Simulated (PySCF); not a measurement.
Isomers of C4H9FO2S, one GFN2-xTB conformer each. Single-point energies are computed at PBE0/pcSseg-1 (PySCF, gas phase, no added dispersion term), electronic only.

```csv
SMILES,GFN2-xTB relative energy (kJ/mol)
CCS(=O)(=O)[C@@H](C)F,0.0
CCS(=O)(=O)CCF,6.4
```

Conformers: `[CH3:1][CH2:2][S:3](=[O:4])(=[O:5])[C@@H:6]([CH3:7])[F:8]` with C1–C2–S3–O4 64°, C2–S3–C6–C7 -158°; `[CH3:1][CH2:2][S:3](=[O:4])(=[O:5])[CH2:6][CH2:7][F:8]` with C1–C2–S3–O4 65°, C2–S3–C6–C7 180°, S3–C6–C7–F8 180°.

Problem. What does PBE0/pcSseg-1 give for the same structures?

Solution. 
```
               SMILES  PBE0/pcSseg-1 E (Eh)  PBE0/pcSseg-1 (kJ/mol)  GFN2-xTB (kJ/mol)  point group
CCS(=O)(=O)[C@@H](C)F            -805.62027                     0.0                0.0           C1
       CCS(=O)(=O)CCF            -805.61695                     8.7                6.4           Cs
```

Both levels put the same isomer lowest. Neighbours under 10 kJ/mol apart (CCS(=O)(=O)[C@@H](C)F and CCS(=O)(=O)CCF) can change places with a better method, another conformer or zero-point energy.

Problem. Which frontier levels, dipoles and rotational constants go with these structures?

Solution. 
```
               SMILES  HOMO (eV, PBE0/pcSseg-1)  LUMO (eV)  dipole (D)       A, B, C (MHz)
CCS(=O)(=O)[C@@H](C)F                     -8.21       0.84        3.02    2814, 1337, 1137
       CCS(=O)(=O)CCF                     -8.47       0.69        4.01  4170, 877.3, 859.6
```
